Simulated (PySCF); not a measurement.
Unknown compound

An unknown has the formula C7H11ClN2. Its calculated NMR data are:

1H NMR (600 MHz, computed): δ 6.14 (s, 1H), 3.85 (s, 3H), 2.66 (t, 2H), 1.57 (m, 2H), 0.77 (t, 3H).

13C{1H} NMR (computed): δ 155.7 (C), 136.3 (C), 108.8 (CH), 37.8 (CH3), 34.1 (CH2), 27.9 (CH2), 14.5 (CH3).

Method: PBE0/pcSseg-1 with gauge-including orbitals, GFN2-xTB geometry, in PySCF (a single conformation, relativity neglected, equivalent nuclei averaged, in vacuum).

References, each an isolated molecule treated in the same way: 1H (σ = 31.72 ppm) and 13C (σ = 186.93 ppm) against TMS.

Propose a structure and justify it.

## Answers


- The formula gives 3 degrees of unsaturation (1 ring in the answer).
- 7 carbon signals for 7 carbons: no two carbons are equivalent.
- Carbon types of the structure: 2 × C, 1 × CH, 2 × CH2, 2 × CH3, which accounts for all hydrogens.
- δC 155.7: substituted aromatic carbon next to a ring nitrogen.
- δC 136.3: aromatic carbon bearing chlorine.
- δC 108.8: aromatic CH.
- δC 34.1: sp3 CH2 on an aromatic ring; a saturated carbon with 2 carbon neighbours and no heteroatom attached.
- δH 3.85: hydrogen on a methyl carbon bonded to N; its carbon carries N, hence the downfield position.
- δH 2.66: hydrogen on an sp3 CH2 on an aromatic ring; benzylic-type position, deshielded by the ring.
- δH 0.77: hydrogen on a methyl carbon; far from electronegative atoms and π systems.

The compound is SMILES c1(CCC)cc(Cl)n(C)n1.

This is the structure that produced the data.

Carbons that carry Cl, above all several Cl atoms, come out too deshielded, partly because spin–orbit coupling is missing. Shifts are as computed. Against solution values, carbons near 30 ppm lie about +3 ppm off and those near 130 ppm about +5 ppm; carbons on Cl a further +6 ppm. Of 1211 compounds with measured shifts, 218 miss one by over three times the rms of a fit or turn the order of signals round; such compounds aren't used in these exercises. Multiplicities follow the n + 1 count of equivalent neighbours, as no J values were calculated; m marks all less simple cases, F and P coupling included.
